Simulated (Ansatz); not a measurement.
Start from `F/C(Cl)=C(/F)Br` and change one atom or group (the configuration at the double bond changes too) to get `F/C=C(\F)Cl`.

Ansatz, PBE0-D4/def2-TZVP geometries, multiplicity 1. 

Scalar relativity is left out up to krypton. Spin–orbit coupling is left out; it splits and shifts lone-pair levels of the heavy atoms by tenths of an eV.

```tsv
property	`F/C(Cl)=C(/F)Br`
HOMO energy (B3LYP/def2-TZVPP) / eV	-7.10
size of the dipole moment (PBE/def2-TZVPP) / D	0.06
LUMO energy (B3LYP/def2-TZVPP) / eV	-0.90
HOMO–LUMO gap (PBE/def2-TZVPP) / eV	4.38
ideal-gas entropy at 298 K and 1 bar (rigid rotor, harmonic PBE0-D4/def2-TZVP) / J/(mol·K)	343
HOMO energy (PBE/def2-TZVPP) / eV	-6.05
```

Give the same properties after the change, and the shifts. (Best estimate.)

The calculation gave: 
```json
{"property": "HOMO energy (B3LYP/def2-TZVPP) / eV", "`F/C=C(\\F)Cl`": "-7.25", "shift": "-0.15"}
{"property": "size of the dipole moment (PBE/def2-TZVPP) / D", "`F/C=C(\\F)Cl`": "1.32", "shift": "1.26"}
{"property": "LUMO energy (B3LYP/def2-TZVPP) / eV", "`F/C=C(\\F)Cl`": "-0.26", "shift": "0.64"}
{"property": "HOMO–LUMO gap (PBE/def2-TZVPP) / eV", "`F/C=C(\\F)Cl`": "5.18", "shift": "0.80"}
{"property": "ideal-gas entropy at 298 K and 1 bar (rigid rotor, harmonic PBE0-D4/def2-TZVP) / J/(mol·K)", "`F/C=C(\\F)Cl`": "303", "shift": "-40"}
{"property": "HOMO energy (PBE/def2-TZVPP) / eV", "`F/C=C(\\F)Cl`": "-6.14", "shift": "-0.09"}
```

With PBE0 the HOMO falls by 0.15 eV and the LUMO rises by 0.65 eV, so the gap widens by about 0.80 eV. PBE moves the HOMO by -0.09 eV and ωB97M-V by -0.23 eV. Dipoles are sizes alone; their direction can turn.

Positive LUMOs are unbound, so they and the gaps depend on the basis.

B3LYP here is the variant with VWN-RPA as its local correlation; programs differ in this.
